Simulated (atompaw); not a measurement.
**An all-electron radial function and its pseudo partner (P (Z = 15))**

Columns: radius, all-electron u(r) and pseudo u(r) of the 2p shell (level -124.51 eV) of phosphorus in the configuration [He] 2s2 2p6 3s2 3p3; PBE, non-relativistic, PAW (atompaw) scheme, atompaw 4.2.0.5.

```tsv
r (bohr)	all-electron	pseudo
0.031	0.0816	0.0158
0.062	0.2615	0.0623
0.092	0.4677	0.1341
0.123	0.6787	0.2319
0.154	0.8687	0.3483
0.185	1.0290	0.4770
0.215	1.1534	0.6069
0.246	1.2508	0.7399
0.277	1.3186	0.8653
0.308	1.3604	0.9774
0.338	1.3793	1.0691
0.369	1.3801	1.1432
0.400	1.3655	1.1947
0.431	1.3383	1.2233
0.462	1.3015	1.2301
0.492	1.2589	1.2182
0.523	1.2095	1.1900
0.554	1.1564	1.1490
0.585	1.1008	1.0992
0.615	1.0458	1.0461
0.646	0.9887	0.9891
0.677	0.9320	0.9320
0.708	0.8762	0.8762
0.738	0.8235	0.8235
0.769	0.7709	0.7709
0.800	0.7202	0.7202
```

How many radial nodes do the two functions have?

The all-electron 2p function has n − l − 1 = 0; the pseudo-wave has 0.

At about which radius was the pseudo-wave matched?

0.70 bohr. The columns agree to 0.0005 from 0.61 bohr on; several derivatives are matched, so the curves merge somewhat inside the radius.

Is the pseudo-wave norm-conserving?

No, it belongs to a PAW set: the norm inside the radius is not constrained, and the difference is carried by the augmentation charge.
